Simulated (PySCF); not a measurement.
## H3RuO, quartet: structure and spectrum

Level of theory: PySCF, UPBE0, basis Ru def2-TZVP with ECP28, O def2-TZVP, H def2-TZVP (scalar-relativistic core potentials, no spin–orbit coupling, density fitting).

The structure is a higher-order saddle point with 2 imaginary modes (one degenerate set).

```xyz
5
charge 0 multiplicity 4, angstrom
Ru    0.0000    0.1673    0.1183
O     0.0000   -1.2449   -0.8803
H     1.1099    0.5761    1.1922
H    -1.1099    0.5761    1.1922
H     0.0000    1.6860   -0.3774
```

| Property | Result |
| --- | --- |
| Point group | C3v |
| Bond lengths | Ru–H 1.598 Å (×3), Ru–O 1.730 Å |
| Bond angles | H–Ru–H 88.0° (×3), H–Ru–O 126.7° (×3) |
| Highest occupied level (α) | -7.00 eV |
| Principal quadrupole moments (Buckingham, traceless) about the centre of mass | -5.86, 2.93, 2.93 D Å |
| Rotational constants | 3.395, 0.3512, 0.3512 cm⁻¹ |
| Zero-point energy (real modes) | 47.0 kJ/mol |
| Spin squared ⟨S²⟩ | 3.776 |
| Dipole moment | 1.64 D |
| Lowest empty level (β) | -4.68 eV |
| Principal polarisabilities | 36.7, 36.7, 55.6 bohr³ |
| Atomisation energy without zero-point energy | 1106 kJ/mol |

Harmonic modes (masses in u: Ru 101.904, O 15.995, H 1.008):
```csv
symmetry,ω (cm⁻¹),"IR (km/mol, summed over degenerate members)",μ (u),type
e,258i,–,1.01,bend
e,106,9.8,1.17,bend
a1,531,7.7,1.02,bend
a1,868,54.6,18.04,stretch
e,2070,64.5,1.02,stretch
a1,2106,2.4,1.02,stretch
```

In C3v the vibrations span 3e + 3a1.

Charges (e):
```csv
atom,Mulliken,Löwdin,polar tensor,spin (Mulliken),Mayer order to Ru1
Ru1,0.47,0.25,0.65,2.34,–
O2,-0.58,-0.32,-0.47,0.81,1.87
"H3,4,5",0.04,0.02,-0.06,-0.05,0.92
```

Mulliken populations on Ru1 (electrons outside its core potential): s 2.70, p 6.53, d 6.28, f 0.02.

Outer orbital energies (eV). α occupied: -12.78, -12.78, -11.11, -11.11, -11.06, -9.03, -9.03, -7.00; empty: -2.39, -2.39, 0.95, 1.41. β occupied: -25.32, -11.81, -11.81, -11.16, -10.31, -9.12, -9.12; empty: -4.68, -4.68, -2.98, -1.57.

Other isomers or separated fragments may lie lower. Open d and f shells are described by one determinant, and the ground state may have another occupation or spin. At this level a doublet minimum of Cs symmetry lies 166 kJ/mol below this structure.

The final relaxation and frequency run took 36 s on 4 threads of a shared Arm Neoverse V1 host, with 89 basis functions and 12 gradients; the process peaked at 1.2 GiB. Launch command: `OMP_NUM_THREADS=4 python axn.py task.json out`.
